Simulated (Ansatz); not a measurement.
Calculated with Ansatz (gas phase, PBE0-D4/def2-TZVP geometries, no zero-point term in ΔE). CCSD(T)/CBS is the MP2 limit (def2-TZVPP, def2-QZVPP) plus CCSD(T) − MP2 in def2-TZVPP, frozen cores. For Ga, Ti outer-core shells are correlated without core-valence functions, which leaves a few kJ/mol of doubt a bond. Scalar relativity is left out up to krypton. One conformer a species, not always the lowest.

Consider the redistribution: `[NH2][Ga]([NH2])[Cl]` + `[NH2][Ti]([NH2])([Cl])[Cl]` → `[NH2][Ga]([Cl])[Cl]` + `[NH2][Ti]([NH2])([NH2])[Cl]`.

`[NH2][Ga]([NH2])[Cl]`:

Cartesian coordinates in Å:
```
N -1.508 -0.163 0.648
Ga 0.205 0.290 0.293
N 1.184 -0.295 -1.110
Cl 1.161 1.643 1.655
H -2.036 0.368 1.320
H -2.103 -0.578 -0.049
H 0.915 -1.104 -1.644
H 2.181 -0.162 -1.113
```

`[NH2][Ti]([NH2])([Cl])[Cl]`:

```xyz
9

N    -0.442   -1.206   -0.901
Ti    0.119   -0.206    0.560
N     0.238    1.538   -0.047
Cl   -1.397   -0.345    2.162
Cl    2.109   -0.917    1.207
H    -0.637   -0.856   -1.827
H    -0.591   -2.205   -0.852
H     1.095    1.969   -0.368
H    -0.493    2.228    0.065
```

`[NH2][Ga]([Cl])[Cl]`:

Z-matrix (Å, degrees):
```
N
Ga 1 1.791
H 1 1.005 2 123.0
H 1 1.005 2 123.0 3 -173.3
Cl 2 2.124 1 120.6 3 -3.8
Cl 2 2.124 1 120.6 3 177.1
```

`[NH2][Ti]([NH2])([NH2])[Cl]`:

```xyz
11

N    -1.245   -1.175   -0.382
Ti   -0.259    0.297    0.219
N     1.111   -0.370    1.306
N     0.558    1.057   -1.284
Cl   -1.542    1.773    1.306
H    -1.941   -1.639    0.187
H    -1.270   -1.527   -1.328
H     1.661    0.218    1.919
H     1.314   -1.344    1.474
H     0.068    1.666   -1.926
H     1.545    1.043   -1.493
```

| species | SCS-MP2/def2-TZVPP energy (Eh) |
| --- | --- |
| `[NH2][Ga]([NH2])[Cl]` | -2494.96943 |
| `[NH2][Ti]([NH2])([Cl])[Cl]` | -1880.11340 |
| `[NH2][Ga]([Cl])[Cl]` | -2898.84374 |
| `[NH2][Ti]([NH2])([NH2])[Cl]` | -1476.23501 |

(1) Work out ΔE.

Largest T1 diagnostic among the species: 0.025, so the coupled-cluster value is less sure than usual.

Answers

(1) ΔE = (-2898.84374) + (-1476.23501) − (-2494.96943) − (-1880.11340) = 0.00408 Eh = +10.7 kJ/mol. CCSD(T)/CBS gives +9.7 kJ/mol.

Leaving LDA and LC-ωPBE aside and taking each functional with its dispersion term where it has one, the values, not all of them listed here, spread over 6.8 kJ/mol, from BHLYP-D4 to B2PLYP. LDA lies +3.6 kJ/mol from PBE without D4. At CCSD(T), def2-SVP lies −5.9 kJ/mol from the extrapolated value and def2-TZVPP −2.7 kJ/mol. From BLYP to BHLYP (50 % exact exchange), in def2-TZVPP and without D4, ΔE moves by −3.5 kJ/mol.
